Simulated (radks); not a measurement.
All-electron atom: the mercury ion Hg25+ in [Kr] 4d10 4f9. Calculated with a radial shooting solver on a logarithmic mesh with Libxc functionals: non-relativistic Kohn-Sham, LB94 model potential, spin-polarised, spherical densities, point nucleus; open shells are filled with parallel spins first (spin-orbit coupling, left out, can overturn this in heavy ions); relativity is left out, which matters for an element this heavy.

X-ray form factor f0, the Fourier transform of the density (f0(0) = 55):

sin(theta)/lambda (1/angstrom)  f0 (electrons)
0.05                                    54.884
0.1                                     54.539
0.15                                    53.971
0.2                                     53.191
0.25                                    52.214
0.3                                     51.057
0.4                                     48.286
0.5                                     45.063
0.6                                     41.583
0.8                                     34.566
1                                       28.357
1.25                                    22.489
1.5                                     18.635
2                                       14.439
